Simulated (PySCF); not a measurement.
C₃H₁₀O₂Si, SMILES CCO[Si@@H](C)O.

Coordinates come from a PBE0-D3(BJ)/def2-SVP optimisation. The structure was generated by enumeration; whether it is a known compound was not checked. One conformer was computed; it need not be the lowest.

Level of theory: PySCF with r2SCAN/def2-TZVP.

Computed frontier levels, gap, dipole moment and polarisability:
```yaml
highest_occupied_level: -6.67 eV
lowest_empty_level: 0.66 eV
orbital_gap: 7.33 eV
dipole_moment: 1.30 D
quadrupole, principal values (traceless, Buckingham form, about the centre of nuclear charge): -3.68, -2.23, 5.91 D·Å
mean_static_polarisability: 69.6 bohr³ (10.31 Å³)
polarisability_principal_values: 62.5, 67.6, 78.7 bohr³
```
